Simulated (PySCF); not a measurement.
## How methods differ on the excitation energy of N²⁺

N²⁺ [He] 2s2 2p1 (2P) → N²⁺ [He] 2s1 2p1 3s1 (4P), as a difference of total energies. Computed with PySCF 2.14 in aug-cc-pCVTZ-DK, with the spin-free X2C one-electron Hamiltonian (Gaussian nucleus). Correlated levels: valence and next inner shell: nothing frozen. The calculations carry no spin-orbit coupling.

```
                                method  excitation energy (cm⁻¹)
                                   UHF                    271840
    MP2 (valence and next inner shell)                    283070
SCS-MP2 (valence and next inner shell)                    286110
   CCSD (valence and next inner shell)                    287350
CCSD(T) (valence and next inner shell)                    287630
```

The promoted electron is Rydberg-like, and one or two diffuse shells describe it only roughly, which tends to raise the upper state.
